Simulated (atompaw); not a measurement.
## nitrogen (N): one change to a PAW (atompaw) potential, before and after

N (Z = 7), PAW, made with atompaw 4.2.0.5 (PBE, scalar-relativistic). Core [He], reference 2s2 2p2 (charge +1). Waves: 2s (bound): rc 1.80 bohr; 2s channel at -2.05 Ry: rc 1.80 bohr; 2p (bound): rc 1.80 bohr; 2p channel at 2.55 Ry: rc 1.80 bohr. Local part: vpsmatchnc scheme with l = 2 at -0.5 Ry, radius 1.60 bohr. Core correction: smooth core density matched at 1.40 bohr. Augmentation charge: besselshape compensation charge, radius 1.75 bohr; PAW radius 1.80 bohr; waves and projectors: custom polynom vanderbiltortho.

Change: augmentation besselshape compensation charge, radius 1.75 bohr; PAW radius 1.80 bohr; waves and projectors: custom polynom2 7 10 vanderbiltortho.

Cutoffs: the cutoffs (Ry, on a coarse ladder) from which the occupation-weighted sum of valence levels, in a spherical-Bessel basis at the reference potential, stays within 10 and 1 mRy of its value at 400 Ry; they do not see the model core or the augmentation charge, which bear on the density cutoff.

Task: What does the change do?

Result: The potential gets softer (21 Ry and 35 Ry → 18 Ry and 21 Ry); neither file shows a bound ghost.

| quantity | base | changed |
| --- | --- | --- |
| cutoff, loose | 21 Ry | 18 Ry |
| cutoff, tight | 35 Ry | 21 Ry |
| bound ghosts | none | none |
| s: phases at 1.81 bohr within 0.05 rad from the reference energy up to (Ry; the scan ends near 5) | to the end of the scan | to the end of the scan |
| p: phases at 1.81 bohr within 0.05 rad from the reference energy up to (Ry; the scan ends near 5) | to the end of the scan | to the end of the scan |
| lowest overlap eigenvalue by channel | s 0.65, p 0.88 | s 0.36, p 0.86 |

 The cutoffs see the waves, projectors and local potential, not the compensation charge or the core.
